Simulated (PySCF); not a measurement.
Compound: C7H8BN.
Atom-mapped SMILES: `[CH:1]#[C:2][C:3]#[C:4][B:5]([NH2:6])/[CH:7]=[CH:8]\[CH3:9]` (hydrogens: H10 on C1; H11, H12 on N6; H13 on C7; H14 on C8; H15, H16, H17 on C9)

A GFN2-xTB structure was refined with PBE/6-31G* geometry optimisation, gas phase (PySCF). Its GFN2-xTB values:

```tsv
coordinate	GFN2-xTB
C1≡C2	1.205 Å
C1–H10	1.048 Å
C2–C3	1.358 Å
C3≡C4	1.215 Å
C4–B5	1.518 Å
B5–N6	1.393 Å
B5–C7	1.561 Å
N6–H11	1.006 Å
C7=C8	1.333 Å
C7–H13	1.088 Å
C8–C9	1.490 Å
C8–H14	1.087 Å
C9–H15	1.091 Å
C1–C2–C3	179.6°
C2–C3–C4	178.3°
C3–C4–B5	176.0°
C4–B5–N6	116.8°
C4–B5–C7	125.5°
B5–C7–C8	130.1°
N6–B5–C7	117.7°
C7–C8–C9	127.0°
C4–B5–C7–C8	4°
```

Q: How do these coordinates change at the PBE/6-31G* level?

A: 
```json
{"coordinate": "C1–H10", "PBE/6-31G* (Å or °)": "1.074", "change": "+0.026"}
{"coordinate": "C7=C8", "PBE/6-31G* (Å or °)": "1.357", "change": "+0.024"}
{"coordinate": "B5–N6", "PBE/6-31G* (Å or °)": "1.417", "change": "+0.024"}
{"coordinate": "C3≡C4", "PBE/6-31G* (Å or °)": "1.238", "change": "+0.023"}
{"coordinate": "C1≡C2", "PBE/6-31G* (Å or °)": "1.228", "change": "+0.023"}
{"coordinate": "C4–B5", "PBE/6-31G* (Å or °)": "1.537", "change": "+0.019"}
{"coordinate": "C9–H15", "PBE/6-31G* (Å or °)": "1.107", "change": "+0.016"}
{"coordinate": "C7–H13", "PBE/6-31G* (Å or °)": "1.104", "change": "+0.016"}
{"coordinate": "C8–H14", "PBE/6-31G* (Å or °)": "1.102", "change": "+0.015"}
{"coordinate": "N6–H11", "PBE/6-31G* (Å or °)": "1.019", "change": "+0.013"}
{"coordinate": "C8–C9", "PBE/6-31G* (Å or °)": "1.499", "change": "+0.009"}
{"coordinate": "C2–C3", "PBE/6-31G* (Å or °)": "1.362", "change": "+0.004"}
{"coordinate": "B5–C7", "PBE/6-31G* (Å or °)": "1.561", "change": "0.000"}
{"coordinate": "C3–C4–B5", "PBE/6-31G* (Å or °)": "177.7", "change": "+1.7"}
{"coordinate": "C7–C8–C9", "PBE/6-31G* (Å or °)": "128.4", "change": "+1.4"}
{"coordinate": "C2–C3–C4", "PBE/6-31G* (Å or °)": "179.7", "change": "+1.4"}
{"coordinate": "C4–B5–C7", "PBE/6-31G* (Å or °)": "126.2", "change": "+0.7"}
{"coordinate": "C4–B5–N6", "PBE/6-31G* (Å or °)": "116.2", "change": "-0.6"}
{"coordinate": "B5–C7–C8", "PBE/6-31G* (Å or °)": "130.6", "change": "+0.5"}
{"coordinate": "C1–C2–C3", "PBE/6-31G* (Å or °)": "180.0", "change": "+0.4"}
{"coordinate": "N6–B5–C7", "PBE/6-31G* (Å or °)": "117.6", "change": "-0.1"}
{"coordinate": "C4–B5–C7–C8", "PBE/6-31G* (Å or °)": "1", "change": "-3"}
```

The energy falls by 13.4 kJ/mol over 6 energy and gradient evaluations, the largest force component goes from 0.0333 to 3.8e-04 Eh/bohr, and the atoms move by 0.067 Å rms after alignment. The bond that changes most is C1–H10 (terminal alkyne carbon to alkyne hydrogen), which lengthens by 0.026 Å. Bonds longer at the end by more than 0.005 Å: 14 of 16; shorter: 0. Rotational constants go from 2323, 884.5, 643.3 to 2241, 861.4, 624.7 MHz.

The run used 142 basis functions and 49 SCF cycles in all.

No PBE/6-31G* frequencies stand behind this structure, so it isn't proved a minimum. The numbers are those of one conformer.

Conformer computed: `[CH:1]#[C:2][C:3]#[C:4][B:5]([NH2:6])/[CH:7]=[CH:8]\[CH3:9]`: C4–B5–C7–C8 1°, H–N6–B5–C4 180°, H–N6–B5–C4 0°.
